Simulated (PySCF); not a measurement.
A species of formula C7H7F3 has this rotational fingerprint, computed with PBE0/pcSseg-1 in PySCF (dipole) on a GFN2-xTB geometry, gas phase:

* Rotational constants: A = 2361, B = 807.6, C = 783.8 MHz
* Dipole components: |μa| = 1.80 D, |μb| = 0.42 D, |μc| = 0.96 D
* Inertial defect: -195.08 u·Å²
* κ: -0.97

Question: Which structure is it? (One computed conformer of each.)
A. `[CH:1]#[C:2][CH2:3][C@H:4]([CH3:5])[C:6]([F:7])=[C:8]([F:9])[F:10]` with C2–C3–C4–C5 -177°, C3–C4–C6–F7 64°
B. `[F:1][CH:2]([F:3])[C@@:4]12[CH:5]=[CH:6][CH2:7][C@:8]1([F:9])[CH2:10]2` with F1–C2–C4–C5 73°
C. `CC1=CC/1=C(/C)C(F)(F)F`
D. `[CH2:1]=[C:2]1[CH2:3][CH2:4][C@H:5]1[C:6]([F:7])=[C:8]([F:9])[F:10]` with C4–C5–C6–F7 46°

Answer: D. It is C=C1CC[C@H]1C(F)=C(F)F, a near-prolate asymmetric top, point group C1. The candidates at the same level (rigid rotor, commonest isotopes):

| SMILES | A (MHz) | B (MHz) | C (MHz) | μa (D) | μb (D) | μc (D) | Δ (u·Å²) | point group | rotor |
| --- | --- | --- | --- | --- | --- | --- | --- | --- | --- |
| C=C1CC[C@H]1C(F)=C(F)F | 2361 | 807.6 | 783.8 | 1.80 | 0.42 | 0.96 | -195.08 | C1 | near-prolate asymmetric top |
| CC1=CC/1=C(/C)C(F)(F)F | 2556 | 804.7 | 690.5 | 5.24 | 0.26 | 0.00 | -93.84 | Cs | asymmetric top |
| C#CC[C@H](C)C(F)=C(F)F | 1476 | 1083 | 831.5 | 1.54 | 0.89 | 1.11 | -201.37 | C1 | asymmetric top |
| FC(F)[C@@]12C=CC[C@]1(F)C2 | 2061 | 1121 | 975.6 | 2.23 | 0.48 | 1.19 | -178.07 | C1 | asymmetric top |

`FC(F)[C@@]12C=CC[C@]1(F)C2` has B 39 % too high; `C#CC[C@H](C)C(F)=C(F)F` has A 37 % too low; `CC1=CC/1=C(/C)C(F)(F)F` has C 12 % too low. No structure here is proved a minimum.
